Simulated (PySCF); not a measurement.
I₃In, SMILES [I][In]([I])[I] (connectivity only; charge and spin as stated), charge +1, multiplicity 2. Atoms are numbered in the order given.

```xyz
4

In     0.0000     0.0000     0.4070
I      0.0000     1.7771    -1.6966
I      0.0000     0.0000     3.0169
I      0.0000    -1.7771    -1.6966
```
Charge +1, spin multiplicity 2.

Geometry optimised at PBE-D3(BJ)/def2-SVP. The spin state was assumed, not searched. The isomer is the one that the SMILES or the coordinates give; other isomers of the formula were not compared. The def2 effective core potentials stand for the cores of I, In; spin–orbit coupling is left out.

All values below come from PBE-D3(BJ)/def2-SVP (PySCF).

Frequencies are harmonic and unscaled.

```csv
mode,ν (cm⁻¹),IR (km/mol),moving atoms (share of kinetic energy)
1,35,0.8,"I 69 %, In 31 %"
2,47,1.2,"In 76 %, I 24 %"
3,56,1.3,I 92 %
4,138,0.2,I 99 %
5,147,1.7,"I 55 %, In 45 %"
6,258,32.8,"In 68 %, I 32 %"
```
